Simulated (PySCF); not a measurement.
# Reading the logs of faulty runs: BClH3NSi

These are calculations, not measurements. They come from PySCF 2.14.0, an open-source quantum chemistry program, on an isolated molecule that a program drew, which may never have been made. The molecule is BClH3NSi (charge 0, singlet), drawn as the SMILES string `N=B[SiH2]Cl`.

Each row is a Hartree-Fock (HF) and frozen-core CCSD(T) single point in the cc-pV(D+d)Z basis, meant for a local HF minimum. Run 1 is clean. Each other run has one planted mistake out of seven kinds, and not every kind appears here: one electron removed, one electron added, multiplicity raised by two, geometry at a saddle point, minimal basis STO-3G, one bond length entered in bohr, all coordinates scaled. The reference is restricted for singlets and unrestricted otherwise, and also for a bond in bohr. Adding or removing an electron swaps singlet and doublet. Electrons count all cores. HOMO and LUMO are orbital energies over both spins, the gradient is its largest component, and the lowest frequency (negative if imaginary) is given only where the gradient is small. Bond lengths are over the 6 bonds as drawn. T1 is the CCSD diagnostic: over 0.02 (restricted) or 0.045 (unrestricted) a single reference is doubtful.

Geometry of the clean run:
```xyz
7
BClH3NSi, angstrom
N    -3.4102    0.5926    1.4257
B    -2.5695   -0.2879    1.2749
Si   -1.2163   -1.7452    1.0580
Cl    0.1167   -1.2207   -0.4407
H    -4.0807    1.3068    1.5372
H    -1.8701   -3.0040    0.6653
H    -0.4517   -1.9317    2.3017
```

| run | electrons | basis functions | <S^2> | HOMO (eV) | LUMO (eV) | gradient (hartree/bohr) | lowest frequency (cm^-1) | mean bond (Å) | longest bond (Å) | T1 | HF (hartree) | CCSD(T) (hartree) | mistake |
|---|---|---|---|---|---|---|---|---|---|---|---|---|---|
| 1 | 46 | 89 | 0.000 | -11.73 | 2.56 | 4.3e-05 | 120 | 1.5383 | 2.073 | 0.0146 | -829.38641 | -829.91938 | no fault |
| 2 | 46 | 31 | 0.000 | -9.86 | 8.13 | 7.3e-02 | - | 1.5383 | 2.073 | 0.0154 | -820.10463 | -820.30075 | minimal basis STO-3G |
| 3 | 46 | 89 | 2.019 | -5.76 | -0.33 | 1.9e-01 | - | 1.5383 | 2.073 | 0.0144 | -829.21560 | -829.70357 | multiplicity raised by two |
| 4 | 46 | 89 | 0.000 | -12.12 | 3.14 | 1.0e-01 | - | 1.4337 | 1.932 | 0.0124 | -829.34164 | -829.86463 | all coordinates scaled |
| 5 | 47 | 89 | 0.760 | 1.35 | 8.79 | 6.9e-02 | - | 1.5383 | 2.073 | 0.0156 | -829.31386 | -829.85907 | ? |

**Which mistake was planted in run 5, and what did it cost?**

It counts 47 electrons, one more than the clean run, at the same geometry and basis. So the mistake is: one electron added. Subtracting run 1 and multiplying by 627.51 kcal/mol a hartree, the energy moved by 45.5 kcal/mol in HF and 37.8 kcal/mol in CCSD(T).

Cautions from the logs. Run 5: the HOMO is above zero, so the electron isn't bound and the energy depends on the basis.
